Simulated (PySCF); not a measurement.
An unknown gives this computed stick spectrum. The calculation used PySCF 2.14.0, density-fitted response routines, TDDFT CAM-B3LYP/def2-SVPD, vertical, gas phase, core orbitals frozen in the response. Geometries: PBE0-D3(BJ)/def2-SVP, one conformer each.

```csv
state,ν̃ (cm⁻¹),f,"main configurations (H = HOMO, L = LUMO)"
S1,35140,0.0000,H→L (98%)
S2,64990,0.017,"H→L+1 (86%), H→L+3 (11%)"
S3,67520,0.0017,H-2→L (94%)
S4,71600,0.143,"H-1→L (69%), H→L+2 (18%)"
S5,74770,0.109,"H→L+2 (38%), H→L+3 (22%), H-1→L (22%)"
S6,75190,0.0012,"H-5→L (56%), H-7→L (37%)"
S7,76590,0.065,"H→L+3 (56%), H→L+2 (28%)"
S8,77190,0.0033,H→L+4 (88%)
S9,79660,0.0015,H-3→L (98%)
S10,80500,0.0014,"H-6→L (49%), H→L+5 (34%)"
```

Task: Which candidate is it?
A. `O(C(F)(F)F)C=C`
B. `Fc1ccco1`
C. `CC(=O)C(F)(F)F`

Result: C. Its S1, at 4.36 eV, is the lowest among the candidates; the nearest of the others has S1 at 6.32 eV. S1 is HOMO→LUMO (98%). S1 has the pattern of n→π* at C=O. At the same level the other candidates give, for their lowest levels:
- `C=COC(F)(F)F`: 7.34 eV (f 0.135); 7.34 eV (f 0.191); 8.09 eV (f 0.010); 8.53 eV (f 0.001); 9.04 eV (f 0.002); T1 4.37 eV; HOMO -9.22, LUMO 1.00 eV
- `Fc1ccco1`: 6.32 eV (f 0.149); 6.43 eV (f 0.000); 6.94 eV (f 0.024); 7.18 eV (f 0.007); 7.45 eV (f 0.009); T1 4.07 eV; HOMO -8.05, LUMO 1.29 eV

Shape of the structure used: `[CH3:1][C:2](=[O:3])[C:4]([F:5])([F:6])[F:7]`: C1–C2–C4–F5 59°.
Triplets come from the Tamm–Dancoff approximation.
